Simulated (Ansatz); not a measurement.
Reaction (silylene formation by 1,1-elimination): `C[SiH2]N[PH][AlH2]` → `N[PH][AlH2]` + `C[SiH]`

Isolated molecules relaxed with PBE0-D4/def2-TZVP in Ansatz; ΔE leaves out vibrations. CCSD(T)/CBS adds triple-zeta CCSD(T) − MP2 to the extrapolated MP2 energy (def2 sets, frozen cores). This one scheme is used for every species. DFT in def2-TZVPP. B3LYP here is the variant with VWN-RPA as its local correlation; programs differ in this. HSE06 is defined as in plane-wave codes. Each species was taken in one conformer, which may not be the lowest.

```json
{"level": "BLYP-D4", "ΔE (kJ/mol)": "276.2", "difference from CCSD(T)/CBS": "-17.1"}
{"level": "r2SCAN-D4", "ΔE (kJ/mol)": "307.5", "difference from CCSD(T)/CBS": "14.2"}
{"level": "PBE0-D4", "ΔE (kJ/mol)": "298.0", "difference from CCSD(T)/CBS": "4.7"}
{"level": "r2SCAN0-D4", "ΔE (kJ/mol)": "311.6", "difference from CCSD(T)/CBS": "18.3"}
{"level": "PBE", "ΔE (kJ/mol)": "273.5", "difference from CCSD(T)/CBS": "-19.8"}
{"level": "revPBE", "ΔE (kJ/mol)": "256.4", "difference from CCSD(T)/CBS": "-36.9"}
{"level": "B3LYP", "ΔE (kJ/mol)": "269.7", "difference from CCSD(T)/CBS": "-23.6"}
{"level": "r2SCAN0", "ΔE (kJ/mol)": "307.4", "difference from CCSD(T)/CBS": "14.1"}
{"level": "HSE06", "ΔE (kJ/mol)": "287.4", "difference from CCSD(T)/CBS": "-5.9"}
{"level": "BHLYP", "ΔE (kJ/mol)": "287.1", "difference from CCSD(T)/CBS": "-6.2"}
{"level": "RPA@PBE/def2-TZVPP", "ΔE (kJ/mol)": "271.9", "difference from CCSD(T)/CBS": "-21.4"}
{"level": "CCSD(T)/def2-SVP", "ΔE (kJ/mol)": "278.0", "difference from CCSD(T)/CBS": "-15.3"}
{"level": "MP2/def2-TZVPP", "ΔE (kJ/mol)": "309.5", "difference from CCSD(T)/CBS": "16.2"}
{"level": "CCSD(T)/def2-TZVPP", "ΔE (kJ/mol)": "288.1", "difference from CCSD(T)/CBS": "-5.2"}
{"level": "HF/def2-QZVPP", "ΔE (kJ/mol)": "280.1", "difference from CCSD(T)/CBS": "-13.2"}
{"level": "SCS-MP2/def2-QZVPP", "ΔE (kJ/mol)": "301.7", "difference from CCSD(T)/CBS": "8.4"}
{"level": "CCSD(T)/CBS", "ΔE (kJ/mol)": "293.3", "difference from CCSD(T)/CBS": "0"}
```

Largest T1 diagnostic among the species: 0.013.

Leaving LDA and LC-ωPBE aside and taking each functional with its dispersion term where it has one, the values spread over 35.4 kJ/mol, from BLYP-D4 to r2SCAN0-D4. LDA lies +37.2 kJ/mol from PBE without D4. In def2-TZVPP, CCSD(T) changes the Hartree–Fock value by +9.0 kJ/mol (the triples alone add +3.5 kJ/mol) and MP2 by +30.4 kJ/mol.
